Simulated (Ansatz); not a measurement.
The same path of F4Hf + H3P (9 atoms, charge 0, multiplicity 1) was run twice with different band settings. Lost on the way: P6–H9. Made: Hf1–P6, F2–H9.

Theory: RKS r2SCAN-D4/def2-SVP (Ansatz).

Relaxed end points:

```xyz
9
Properties=species:S:1:pos:R:3
Hf 0.118 -0.174 0.025
F 0.399 0.426 1.820
F 1.828 -0.200 -0.809
F -0.960 1.039 -0.988
F -0.543 -1.969 -0.048
P -3.303 -0.110 1.694
H -3.014 0.660 0.525
H -2.694 -1.297 1.177
H -2.120 0.313 2.376
```

```xyz
9
Properties=species:S:1:pos:R:3
Hf -0.418 -0.206 -0.097
F -0.112 1.206 1.775
F 1.132 -1.052 0.632
F -0.301 1.466 -1.013
F -0.936 -1.397 -1.489
P -2.532 -0.353 1.523
H -3.573 -0.210 0.562
H -2.598 -1.768 1.673
H -0.952 1.001 2.205
```

Common settings: movable images 7; climbing image yes; spring 5.0 eV/Å²; optimiser quadratic models (default); start path through a guess of the saddle point; iteration limit 60; end points relaxed.

| run | force threshold |
| --- | --- |
| 1 | 0.03 eV/Å |
| 2 | 0.5 eV/Å |

Question: What does each run give, and how far can it be trusted?

Answer: Run 1: converged after 26 iterations, highest image 1.457 eV above the first end. A vibrational analysis at the climbing image gives one clearly imaginary mode, 330i cm⁻¹: a first-order saddle point.
Run 2: converged after 20 iterations, highest image 1.462 eV above the first end. The threshold of 0.5 eV/Å is loose, so the images may lie well off the minimum-energy path. The order of the stationary point at the top wasn't checked.
The orbitals stay closed-shell, which can raise the energy where a bond breaks towards radicals; this wasn't checked here.
